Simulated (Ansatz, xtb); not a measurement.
**Ge2H9NSi: which of two isomers lies lower**

We compare I, `[NH2][GeH2][GeH2][SiH3]`, a singlet, with II, `N[SiH2][GeH2][GeH3]`, a singlet. Both are isolated molecules in the gas phase, relaxed with PBE0-D3(BJ)/def2-SVP; each stands in its lowest conformer found.

I (Å):

```yaml
atoms:
  - { symbol: Ge, position_ang: [0.9116, -0.6551, 1.7753] }
  - { symbol: Ge, position_ang: [0.6003, -1.5493, -0.4569] }
  - { symbol: N, position_ang: [-0.8154, -0.4113, 2.3898] }
  - { symbol: Si, position_ang: [-1.5988, -0.8855, -1.0905] }
  - { symbol: H, position_ang: [-0.8830, 0.1224, 3.2534] }
  - { symbol: H, position_ang: [-1.3371, -1.2759, 2.5135] }
  - { symbol: H, position_ang: [1.5393, 0.7513, 1.7301] }
  - { symbol: H, position_ang: [1.7950, -1.5539, 2.6798] }
  - { symbol: H, position_ang: [1.6534, -0.9855, -1.4311] }
  - { symbol: H, position_ang: [0.7253, -3.0869, -0.4708] }
  - { symbol: H, position_ang: [-1.8976, -1.3046, -2.4959] }
  - { symbol: H, position_ang: [-2.5961, -1.5348, -0.1869] }
  - { symbol: H, position_ang: [-1.7294, 0.5983, -0.9950] }
```

II (Å):

```xyz
13

Ge   -1.2254    0.3791   -0.6596
Ge   -1.5337    2.7561   -1.0360
N    -1.0756   -2.6017   -2.5272
Si   -1.2904   -0.8856   -2.6922
H    -1.8075   -3.1345   -2.0688
H    -0.1658   -2.9452   -2.2372
H    -2.6207   -0.6445   -3.3304
H    -0.2057   -0.3660   -3.5804
H    -2.3236   -0.1060    0.3146
H     0.1260    0.1721    0.0624
H    -2.8977    3.0157   -1.7047
H    -1.4809    3.5495    0.2838
H    -0.4321    3.2933   -1.9703
```

Problem. Which of the two would you expect CCSD(T)/def2-SVP + ΔMP2/def2-TZVPP electronic energies to favour?

Solution. Structure II; the calculation gives E(II) − E(I) = −39.4 kJ/mol.

How the difference moves with the method:

```
                             level              geometry  E(II) − E(I) (kJ/mol)  departure from the last row (kJ/mol)  job, with rough time for the two
              PBE0-D3(BJ)/def2-SVP  PBE0-D3(BJ)/def2-SVP                   −36.1                                  +3.3                optimisation, 72 s
                       HF/def2-SVP  PBE0-D3(BJ)/def2-SVP                   −39.3                                  +0.2           part of the CCSD(T) run
                      MP2/def2-SVP  PBE0-D3(BJ)/def2-SVP                   −32.3                                  +7.1           part of the CCSD(T) run
                  CCSD(T)/def2-SVP  PBE0-D3(BJ)/def2-SVP                   −31.6                                  +7.9                      single point
CCSD(T)/def2-SVP + ΔMP2/def2-TZVPP  PBE0-D3(BJ)/def2-SVP                   −39.4                                                      single point, 35 s
```

As drawn, II has 1 N–Si, 1 Ge–H in place of 1 Ge–N, 1 Si–H.

The levels shown agree on the order. The largest departure from CCSD(T)/def2-SVP + ΔMP2/def2-TZVPP is that of CCSD(T)/def2-SVP, 7.9 kJ/mol. Levels run at GFN2-xTB geometries aren't shown. The last row adds to CCSD(T) the change of the MP2 difference between the two basis sets, here −7.9 kJ/mol.

With thermal terms from frequencies at re-optimised GFN2-xTB minima (ideal gas, soft modes damped towards free rotors, one conformer each, 298.15 K, 1 atm): the zero-point term adds +1.7 kJ/mol; ΔH is −37.6 and ΔG −37.2 kJ/mol.

The correlated steps freeze 24 core orbitals; the filled d shell of Ge is correlated, in a basis made for valence electrons. Programs: Ansatz 0.2.0, xtb 6.7.1; the last row on 4 threads of Intel(R) Xeon(R) Platinum 8375C CPU @ 2.90GHz (Ice Lake) on a shared host.
